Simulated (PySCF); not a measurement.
Two species compared at the same levels of theory.

First species: C₇H₁₅P.
Cartesian coordinates in Å at the PBE0-D3(BJ)/def2-SVP level; atoms count from 1:
```xyz
23
C7H15P angstrom
C      2.2719   -0.1801   -0.0408
C      1.1007   -0.7494    0.2454
P     -0.4845   -0.3596   -0.5968
C      0.2135   -0.8500   -2.3334
C     -0.8811    1.3657   -1.1565
C     -1.1944    0.1281    1.2000
C     -1.7515   -1.6886   -0.6280
C     -2.6927   -1.8185   -1.5635
H      3.1601   -0.3640    0.5720
H      2.3986    0.4972   -0.8913
H      1.0110   -1.4035    1.1202
H      1.0584   -0.2043   -2.6242
H     -0.5541   -0.7605   -3.1194
H      0.5686   -1.8925   -2.3153
H     -0.3079    2.0650   -0.5306
H     -1.9490    1.5526   -0.9744
H     -0.6464    1.5366   -2.2144
H     -0.6280    0.9770    1.6181
H     -1.1267   -0.7029    1.9212
H     -2.2553    0.4201    1.1272
H     -1.7809   -2.3203    0.2671
H     -3.4934   -2.5588   -1.4674
H     -2.7132   -1.1920   -2.4607
```

Second species: CF3OCF3, C₂F₆O.
Bonds: F1–C2, C2–F3, C2–F4, C2–O5, O5–C6, C6–F7, C6–F8, C6–F9.

Levels: wB97X-D/def2-SVPD for dipole moment, HOMO energy, LUMO energy, HOMO–LUMO gap, static isotropic polarisability and electronic spatial extent ⟨r²⟩ about the centre of nuclear charge; TDDFT wB97X-D/def2-SVPD for lowest singlet excitation; TDA wB97X-D/def2-SVPD for lowest triplet excitation (Tamm–Dancoff); ΔSCF wB97X-D/def2-SVPD for vertical ionisation energy; PBE0-D3(BJ)/def2-SVP for rotational constant A and rotational constant C. Geometries: PBE0-D3(BJ)/def2-SVP. Each species is one conformer at its optimised geometry, gas phase, non-relativistic unless stated; the electronic structure was computed with PySCF and density fitting.

The conformers computed, where there is a choice (atom-mapped SMILES and torsion angles):
- `[CH2:1]=[CH:2][P:3]([CH3:4])([CH3:5])([CH3:6])[CH:7]=[CH2:8]`: C1–C2–P3–C4 59°, C2–P3–C7–C8 -153°
- `[F:1][C:2]([F:3])([F:4])[O:5][C:6]([F:7])([F:8])[F:9]`: F1–C2–O5–C6 -45°, C2–O5–C6–F7 76°

(1) Which has the higher rotational constant C?

(2) Which has the higher dipole moment?

(3) Which has the higher vertical ionisation energy?

(4) Which of the two has the higher HOMO–LUMO gap, and by how much?

(5) Which has the higher S1 energy?

(6) Which has the higher rotational constant A?

(7) Which of the two has the higher static isotropic polarisability, and by how much?

(8) Which has the higher T1 energy?

## Answers

(1) The first: 1.189 GHz against 1.182 GHz, a difference of 0.007 GHz.

(2) The first: 0.22 D against 0.02 D, a difference of 0.20 D.

(3) The second: 14.20 eV against 7.35 eV, a difference of 6.85 eV.

(4) The second: 15.73 eV against 8.87 eV, a difference of 6.86 eV.

(5) The second: 11.50 eV against 4.51 eV, a difference of 6.99 eV.

(6) The second: 2.986 GHz against 2.162 GHz, a difference of 0.824 GHz.

(7) The first: 116.6 au against 35.6 au, a difference of 81.0 au.

(8) The second: 11.39 eV against 4.19 eV, a difference of 7.20 eV.

On the first: No computed singlet falls in the visible range (750 to 380 nm, 1.65 to 3.26 eV); S1 lies 1.25 eV above its blue end. In atomic units the dipole is 0.09 e·bohr (1 au = 2.5417 D).

On the second: No computed singlet falls in the visible range (750 to 380 nm, 1.65 to 3.26 eV); S1 lies 8.24 eV above its blue end. The ΔSCF ionisation energy exceeds −ε(HOMO) by 0.70 eV with wB97X-D.
